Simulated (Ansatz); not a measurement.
`C=[C]1[O][AlH]1` from Hartree–Fock to CCSD(T)

```xyz
7

C     0.180    0.022   -1.444
C     0.024    0.010   -0.132
O    -0.856   -0.811    0.619
Al    0.017    0.210    1.704
H    -0.394   -0.641   -2.085
H     0.889    0.700   -1.899
H     0.140    0.510    3.236
```

Charge 0, multiplicity 1. All single points use the PBE0-D4/def2-TZVP geometry. Frozen core, restricted reference, Ansatz. CBS rows extrapolate triple and quadruple zeta; past MP2 they add the triple-zeta difference.

```tsv
basis	HF (Eh)	MP2 corr.	CCSD corr.	(T)	CCSD(T) total
def2-SVP	-393.99891	-0.50574	-0.53258	-0.01972	-394.55121
def2-TZVPP	-394.27031	-0.62592	-0.64418	-0.03059	-394.94508
def2-QZVPP	-394.28463	-0.67084	–	–	–
CBS(def2)	-394.28660	-0.70411	-0.72238	as TZ	-395.03957
```
